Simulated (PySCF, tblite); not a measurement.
C3H8ClFSi2.
SMILES with atom numbers: `[F:1][C@@H:2]1[CH2:3][Si@H:4]([Cl:5])[CH2:6][SiH2:7]1` (hydrogens: H8 on C2; H9, H10 on C3; H11 on Si4; H12, H13 on C6; H14, H15 on Si7)

Geometry (GFN2-xTB, Å), atoms numbered from 1 in this order:
```
atom  x, y, z in Å
F1    -1.881    1.627   -1.078
C2    -1.087    0.935   -0.166
C3     0.369    1.360   -0.319
Si4    1.454    0.097    0.604
Cl5    3.242   -0.114   -0.310
C6     0.387   -1.478    0.455
Si7   -1.238   -0.969   -0.409
H8    -1.463    1.242    0.818
H9     0.507    2.387    0.023
H10    0.611    1.352   -1.384
H11    1.694    0.485    1.996
H12    0.182   -1.896    1.438
H13    0.896   -2.263   -0.099
H14   -2.440   -1.480    0.250
H15   -1.237   -1.276   -1.840
```

Theory: wB97X-D/def2-SVPD in PySCF (dipole) on a GFN2-xTB geometry, gas phase.

Masses are those of the commonest isotopes; rigid-rotor values at the optimised geometry. The values belong to one conformer with, in the numbering `[F:1][C@@H:2]1[CH2:3][Si@H:4]([Cl:5])[CH2:6][SiH2:7]1`, F1–C2–C3–Si4 -166°, C2–C3–Si4–Cl5 148°, C3–Si4–C6–Si7 -4°, Si4–C6–Si7–C2 -16°.

Q: Give the principal moments of inertia and the rotational constants in MHz.

A: Ia = 195.23, Ib = 581.64, Ic = 699.88 u·Å²; 505379 MHz·u·Å²/I gives A = 2589, B = 868.9, C = 722.1 MHz.

Q: What kind of rotor is it?

A: An asymmetric top; Ray's κ = -0.843.

Q: Is it planar, by Δ = Ic − Ia − Ib?

A: Not planar: Δ = Ic − Ia − Ib = -76.99 u·Å². For a rigid frame Δ = −2 Σ m c², so Σ m c² = 38.50 u·Å² lies off the ab plane: 12.44 from hydrogen and 26.06 from heavier atoms. The atom farthest from that plane is 2.07 Å away.

Q: Where do the levels up to J = 3 lie, in MHz?

A: Above 0(0,0):
J = 1: 1(0,1) 1591, 1(1,1) 3311, 1(1,0) 3458
J = 2: 2(0,2) 4764, 2(1,2) 6346, 2(1,1) 6786, 2(2,1) 11946, 2(2,0) 11955
J = 3: 3(0,3) 9501, 3(1,3) 10893, 3(1,2) 11774, 3(2,2) 16719, 3(2,1) 16763, 3(3,1) 25690, 3(3,0) 25690

Q: Which lines would a microwave search look for?

A: The dipole components are |μa| = 0.29 D, |μb| = 1.43 D, |μc| = 1.29 D. The squared components, which scale the intensities, stand as 0.04 : 1.00 : 0.82 (a : b : c). Some lines, for components of 0.1 D or more:

```
type  branch         J(Ka,Kc)    MHz  lower level (cm⁻¹)
   a       Q  5(2,3) ← 5(2,4)    303               1.034
   a       Q  3(1,2) ← 3(1,3)    880               0.363
   b       R  3(0,3) ← 2(1,2)   3155               0.212
   b       R  1(1,1) ← 0(0,0)   3311               0.000
   c       Q  4(2,3) ← 4(1,3)   4664               0.614
   a       R  3(1,2) ← 2(1,1)   4987               0.226
   a       R  4(3,2) ← 3(3,1)   6381               0.857
   b       R  5(0,5) ← 4(1,4)   6615               0.565
   a       R  4(1,3) ← 3(1,2)   6638               0.393
   c       Q  3(3,1) ← 3(2,1)   8927               0.559
   c       R  3(2,2) ← 2(1,2)  10373               0.212
   c       R  4(2,3) ← 3(1,3)  12182               0.363
   b       R  5(2,4) ← 4(1,3)  12598               0.614
   b       R  3(3,0) ← 2(2,1)  13745               0.398
   b       R  5(2,3) ← 4(1,4)  14367               0.565
   b       Q  5(5,1) ← 5(4,2)  16120               1.754
   c       R  5(3,2) ← 4(2,2)  16855               0.774
   c       R  4(4,1) ← 3(3,1)  18918               0.857
   b       R  5(5,1) ← 4(4,0)  24095               1.488
   c       R  5(5,0) ← 4(4,0)  24095               1.488
```

Q: Estimate the classical rotational partition function at 10 K, 100 K and 500 K.

A: Point group C1, symmetry number σ = 1; q = (√π/σ)·√((kT/h)³/(ABC)), k/h = 20836.6 MHz/K: 4180 at 10 K, 132000 at 100 K, 1480000 at 500 K.

Its GFN2-xTB frequencies are all real (lowest 39 cm⁻¹). Constants of a rigid frame at the computed geometry: no zero-point averaging, no centrifugal distortion. Quadrupole hyperfine structure (35Cl) is left out.

Time: 97 s of wall time; peak memory 0.95 GiB. Hardware: one thread, Arm Neoverse N1 (aarch64), shared host with 64 logical CPUs at a one-minute load of 60. This is the wB97X-D/def2-SVPD job that gave the dipole, with the excitations it also computed.
